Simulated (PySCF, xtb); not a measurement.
C₃H₆Cl, SMILES C[C](C)Cl, multiplicity 2.

Harmonic wavenumbers (cm⁻¹) from GFN2-xTB in xtb 6.7.1 at its own minimum, in rising order: 90, 109, 224, 321, 328, 641, 944, 970, 982, 1047, 1172, 1277, 1388, 1401, 1453, 1464, 1465, 1471, 2880, 2885, 3015, 3020, 3024, 3026.

What does PBE-D3(BJ)/def2-SVP in PySCF give at its own minimum? (An estimate is asked for; the answer gives what the named calculation found.)

143, 156, 253, 332, 341, 623, 906, 909, 931, 1004, 1139, 1254, 1336, 1340, 1376, 1388, 1398, 1405, 2888, 2894, 3004, 3005, 3062, 3064. Paired by order, the mean absolute difference is 39 cm⁻¹ and the zero-point energies are 49.5 and 48.8 kcal/mol.
